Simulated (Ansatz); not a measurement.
Consider the formal exchange of groups at a Ge–Se bond: `C[Se][Ge]([CH3])([F])[Cl]` + `CC(N)=O` → `[CH3][Ge]([NH2])([F])[Cl]` + `C[Se]C(C)=O`.

Program: Ansatz. Geometries: PBE0-D4/def2-TZVP. ΔE: electronic, gas phase. CBS: MP2 limit from def2 TZ/QZ plus the TZ coupled-cluster correction, frozen cores. DFT in def2-TZVPP. For Ge, Se outer-core shells are correlated without core-valence functions, which leaves a few kJ/mol of doubt a bond. Scalar relativity is left out up to krypton. Each species was taken in one conformer, which may not be the lowest.

`C[Se][Ge]([CH3])([F])[Cl]`:

```xyz
12

C     1.817   -1.254    0.470
Se    1.424   -0.494   -1.292
Ge   -0.792    0.055   -0.841
C    -1.161    1.583    0.283
F    -1.501    0.362   -2.393
Cl   -1.823   -1.653   -0.028
H     2.822   -1.665    0.392
H     1.111   -2.050    0.697
H     1.799   -0.484    1.239
H    -2.241    1.710    0.360
H    -0.743    1.420    1.276
H    -0.712    2.470   -0.163
```

`CC(N)=O`:

Cartesian coordinates in Å:
```
C -0.917 0.605 0.086
C 0.551 0.252 0.083
N 0.842 -1.049 -0.173
O 1.413 1.079 0.288
H -1.105 1.302 -0.733
H -1.578 -0.256 -0.020
H -1.145 1.124 1.017
H 0.132 -1.734 -0.348
H 1.808 -1.324 -0.199
```

`[CH3][Ge]([NH2])([F])[Cl]`:

Cartesian coordinates in Å:
```
C -0.926 0.266 -1.185
Ge 0.431 0.316 0.176
N 0.630 -1.229 1.099
F 1.988 0.583 -0.532
Cl 0.128 2.042 1.437
H -1.904 0.114 -0.728
H -0.713 -0.552 -1.874
H -0.929 1.212 -1.725
H 1.462 -1.255 1.674
H -0.167 -1.499 1.658
```

`C[Se]C(C)=O`:

Z-matrix (Å, degrees):
```
C
Se 1 1.945
H 1 1.088 2 111.1
H 1 1.090 2 105.6 3 118.1
H 1 1.088 2 111.1 3 -123.8
C 2 1.939 1 102.5 3 62.3
O 6 1.197 2 117.9 1 -179.9
C 6 1.500 2 117.9 1 0.1
H 8 1.092 6 110.5 2 59.9
H 8 1.092 6 110.6 2 -59.1
H 8 1.089 6 108.6 2 -179.7
```

CCSD(T)/CBS gives +67.1 kJ/mol.

Task: Another level gave +75.6 kJ/mol. Which?
A. HF/def2-TZVPP
B. r2SCAN/def2-TZVPP
C. PBE0-D4/def2-TZVPP
D. ωB97M-V/def2-TZVPP

Result: D. ωB97M-V 75.6, HF/def2-TZVPP 85.1, r2SCAN 71.0, PBE0-D4 80.5 kJ/mol.

Largest T1 diagnostic among the species: 0.014.

In def2-TZVPP, CCSD(T) changes the Hartree–Fock value by −21.0 kJ/mol (the triples alone add −3.3 kJ/mol) and MP2 by −19.8 kJ/mol. From PBE to PBE0 (25 % exact exchange), in def2-TZVPP and without D4, ΔE moves by +7.1 kJ/mol.
